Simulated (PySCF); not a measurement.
Job for PySCF: R-MP2/6-31G* on C2H2 (SMILES C#C) with ghost functions, monomers drawn apart or pushed together.

```python
from pyscf import gto, scf, dft, mp
from pyscf.data.elements import chemcore

mol = gto.M(
    atom='''
    C     0.60878869    0.32711738   -0.00530544
    C    -0.56063943    0.07344282   -0.02098709
    H     1.64718112    0.55186810    0.01357255
    H    -1.59899138   -0.15205459   -0.03260470
    ghost-Ge   -0.01560906   -0.12325486    3.32939800
    ghost-H   -0.95094365    1.02757243    2.93494737
    ghost-H    1.41035705    0.18079931    2.84900689
    ghost-H   -0.50605749   -1.43271818    2.69710877
    ghost-H   -0.01181878   -0.27071211    4.86102713
    ''',
    basis='6-31g*',
    cart=True,
    charge=0, spin=0, verbose=3, max_memory=1800)
mf = scf.RHF(mol)
mf.conv_tol = 1e-8
mf.max_cycle = 100
mf.kernel()
if not mf.converged:
    mf = mf.newton().run(mf.mo_coeff, mf.mo_occ)
pt = mp.MP2(mf, frozen=chemcore(mol)).run()
```

The log:

```
converged SCF energy = -76.8188877172166
E(RMP2) = -77.0677953835591  E_corr = -0.248907666342488
E(SCS-RMP2) = -77.0651692660836  E_corr = -0.246281548866983
```

The calculation finished and met its thresholds.

Cost: very roughly 1.4 core-seconds.
